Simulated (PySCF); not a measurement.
Geometry:
```csv
atom,x (Å),y (Å),z (Å)
C1,1.015,2.928,0.262
C2,0.957,1.625,-0.058
C3,0.014,0.681,0.501
C4,-0.028,-0.626,0.159
C5,-0.966,-1.579,0.699
C6,-0.995,-2.866,0.339
F7,-0.184,-3.417,-0.532
F8,-1.841,-3.749,0.804
H9,0.327,3.365,0.993
H10,1.748,3.596,-0.196
H11,1.663,1.225,-0.796
H12,-0.700,1.064,1.240
H13,0.689,-1.000,-0.580
H14,-1.706,-1.264,1.437
```

Computational details: B3LYP/pcSseg-1 with gauge-including orbitals, PBE0-D3(BJ)/def2-SVP geometry, in PySCF (single conformer, gas phase, non-relativistic Hamiltonian).

References, each an isolated molecule treated in the same way: ¹³C (σref 179.24) and ¹H (σref 31.38) vs TMS; ¹⁹F (σref 171.94) vs CFCl3.

```
atoms  nucleus  count  δ (ppm)
  H14       ¹H      1     4.83
  H13       ¹H      1     6.13
   F7      ¹⁹F      1        ?
   F8      ¹⁹F      1    -85.3
   H9       ¹H      1     5.31
   C6      ¹³C      1    168.9
   C5      ¹³C      1        ?
   C2      ¹³C      1        ?
  H12       ¹H      1     6.04
   C1      ¹³C      1    123.5
  H11       ¹H      1     6.35
   C3      ¹³C      1    138.9
   C4      ¹³C      1        ?
  H10       ¹H      1     5.23
```

Estimate the values marked ?.

Answers


- C2: 146.2 ppm, alkene CH; as expected for a trigonal carbon in a double bond
- C4: 130.7 ppm, alkene CH; the olefinic region
- C5: 88.6 ppm, alkene CH
- F7: -84.3 ppm, vinylic fluorine

Shifts are as computed. Against solution values, carbons near 30 ppm lie about +2 ppm off and those near 130 ppm about +6 ppm. Of 1211 compounds with measured shifts, 218 miss one by over three times the rms of a fit or turn the order of signals round; such compounds aren't used in these exercises. Unscaled 19F shifts against computed CFCl3 carry errors that often reach 10 to 50 ppm.
